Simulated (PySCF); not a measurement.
Rows and methods have been separated. Pair them.

Species: C6H7NO.
SMILES: `COC1=CC=NC=C1`

The closed-shell ground state was solved 5 times with PySCF (density fitting, gas phase), always with PBE0, in these basis sets: 6-31G*, STO-3G, aug-cc-pVDZ, def2-SVP and pcSseg-0. One conformer (not necessarily the lowest) at the PBE0-D3(BJ)/def2-SVP geometry, without solvent, vibrations or thermal averaging.

| row | total energy (Eh) | HOMO (eV) | LUMO (eV) | dipole (D) |
| --- | --- | --- | --- | --- |
| P | -362.1285 | -7.15 | -0.33 | 3.27 |
| Q | -361.5510 | -7.01 | -0.45 | 3.66 |
| R | -362.4367 | -7.21 | -0.50 | 3.29 |
| S | -362.3858 | -6.95 | -0.05 | 3.24 |
| T | -357.8395 | -4.56 | 2.48 | 3.27 |

**Question.** Which basis belongs to which row?

**Answer.** P = def2-SVP, Q = pcSseg-0, R = aug-cc-pVDZ, S = 6-31G*, T = STO-3G. From the lowest total energy up: aug-cc-pVDZ (247 functions) 0 eV; 6-31G* (126 functions) +1.38 eV; def2-SVP (147 functions) +8.39 eV; pcSseg-0 (86 functions) +24.10 eV; STO-3G (47 functions) +125.10 eV.

Shape of the structure used: `[CH3:1][O:2][c:3]1[cH:4][cH:5][n:6][cH:7][cH:8]1`: C1–O2–C3–C4 179°.
